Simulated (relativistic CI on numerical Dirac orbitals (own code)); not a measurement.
## Slater and spin-orbit integrals, Tm L

Computed by Dirac-Coulomb-Breit CI, separate exchange-only KLI orbitals for each configuration, model QED, unscaled Slater integrals (own radial code, finite nucleus).

Slater integrals F^k, G^k are unscaled and averaged over j, outside the closed core [Ne]; ζ comes from projecting the Hamiltonian with its Breit term on Σ l·s of the shell.

- 3s2.3p6.3d2: F^2(3d,3d) = 566330, F^4(3d,3d) = 366300, ζ(3d) = 175390 cm⁻¹; <r>(3d) = 0.181, <r^2>(3d) = 0.03788 (bohr units).
- 3s2.3p5.3d3: ζ(3p) = 1.2901e+06, F^2(3d,3d) = 565490, F^4(3d,3d) = 365740, F^2(3p,3d) = 485650, G^1(3p,3d) = 511180, G^3(3p,3d) = 343190, ζ(3d) = 173890 cm⁻¹; <r>(3p) = 0.2036, <r^2>(3p) = 0.048, <r>(3d) = 0.1812, <r^2>(3d) = 0.03799 (bohr units).
- 3s.3p6.3d3: F^2(3d,3d) = 565160, F^4(3d,3d) = 365520, G^2(3s,3d) = 390340, ζ(3d) = 174660 cm⁻¹; <r>(3s) = 0.2076, <r^2>(3s) = 0.04921, <r>(3d) = 0.1813, <r^2>(3d) = 0.03803 (bohr units).

Q: Give the Racah parameters of the d shell in 3s2.3p6.3d2.

A: B = F²/49 − 5F⁴/441 = 7405 cm⁻¹ and C = 35F⁴/441 = 29072 cm⁻¹.

Averages of the first 10 configurations, taken without configuration mixing, which lowers the lowest level and can move excited configurations by several eV; other configurations of the list can lie among them:

| Configuration | Parity | States | Average energy above the lowest level (eV) |
| --- | --- | --- | --- |
| 3s2.3p6.3d2 | even | 45 | 71.2 |
| 3s2.3p5.3d3 | odd | 720 | 445.1 |
| 3s.3p6.3d3 | even | 240 | 805.4 |
| 3s2.3p6.3d.4s | even | 20 | 1777.8 |
| 3s2.3p6.3d.4p | odd | 60 | 1914.4 |
| 3s2.3p6.3d.4d | even | 100 | 2065.5 |
| 3s2.3p5.3d2.4s | odd | 540 | 2141.6 |
| 3s2.3p6.3d.4f | odd | 140 | 2178.2 |
| 3s2.3p5.3d2.4p | even | 1620 | 2278.6 |
| 3s2.3p5.3d2.4d | odd | 2700 | 2429.1 |
